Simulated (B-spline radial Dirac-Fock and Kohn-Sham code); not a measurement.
**Anomalous scattering factors of C, 550.4 eV to 4.5109 keV**

These are calculated numbers from a radial finite-basis atomic code; the model is the dispersion relation over Dirac-Hartree-Slater subshell photoionisation cross sections, with the Kissel-Pratt high-energy constant (isolated atom, no bound-bound lines or fine structure). The forward scattering factor is f₀ + f′ + i f″.

No edge lies in or near this range.

```
hν (eV)  λ (Å)  f′ (e)  f″ (e)  tabulated f′  tabulated f″
  550.4  22.53   0.185   1.676             –          1.63
  609.9  20.33   0.269   1.424             –          1.38
  979.1  12.66   0.327   0.642             –          0.61
    986  12.57   0.326   0.634             –          0.61
   1000  12.40       ?       ?             ?             ?
   1233  10.06   0.279   0.424          0.30          0.40
 1253.6  9.890   0.275   0.412          0.30          0.39
 1486.9  8.338   0.233   0.300          0.25          0.28
   2000  6.199   0.165   0.171          0.17          0.16
   2349  5.278   0.134   0.125          0.14          0.12
   2418  5.128   0.129   0.118          0.13          0.11
 2984.4  4.154   0.096   0.077          0.10          0.07
   4000  3.100   0.062   0.042          0.06          0.04
 4510.9  2.749   0.051   0.033          0.05          0.03
```

**Question.** What are f′ and f″ at 1000 eV?

**Answer.** f′ = 0.324 and f″ = 0.618 electrons (tables: 0.35 and 0.59). By the optical theorem f″ corresponds to a photoabsorption cross section 2 rₑ λ f″ = 43200 b.

Tabulated f′: xraylib 4.2 anomalous scattering factors (Cullen et al., EPDL97); f″: Chantler's tables (J. Phys. Chem. Ref. Data 1995 and 2000). Both are theoretical tables.
